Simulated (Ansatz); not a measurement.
Worked example: the enthalpy of CH4O + C2H5I → HOI + C3H8

Species: CH4O `CO`, singlet; C2H5I (iodoethane) `CCI`, singlet; HOI (hypoiodous acid) `OI`, singlet; C3H8 (propane) `CCC`, singlet. The partners trade CH3 for I: O–CH3 and C–I bonds give way to O–I and C–CH3.

Shapes, held fixed at every level: PBE0-D4/def2-TZVP. Programs: Ansatz 0.2.0. The zero-point and thermal terms to 298 K, harmonic and unscaled (PBE0-D4/def2-TZVP), stand in the table.

At r2SCAN0-D4/def2-TZVPP; 1 Eh = 2625.50 kJ/mol:

```
species  energy (Eh)  H(298 K) − E (kJ/mol)  tabulated ΔfH (kJ/mol)
   CH4O  -115.691817                  146.3                  -200.7
  C2H5I  -376.996933                  185.8                    -7.1
    HOI  -373.569368                   43.6                   -61.3
   C3H8  -119.097237                  285.9                  -104.4
```

Question: Work out the reaction enthalpy at 298 K from the calculation and from the table of heats.

Answer: 
1. Electronic: (-373.569368) + (-119.097237) − [(-115.691817) + (-376.996933)] = 0.022145 Eh = +58.1 kJ/mol.
2. Zero-point and thermal: (43.6) + (285.9) − [(146.3) + (185.8)] = -2.6 kJ/mol.
3. Computed ΔH = +55.5 kJ/mol.
4. From the heats of formation (Active Thermochemical Tables): (-61.3) + (-104.4) − [(-200.7) + (-7.1)] = +42.1 kJ/mol.
5. Computed less tabulated: +13.4 kJ/mol. Tabulated heats carry uncertainties of their own.

For atoms past krypton def2 sets carry core potentials with scalar relativity.
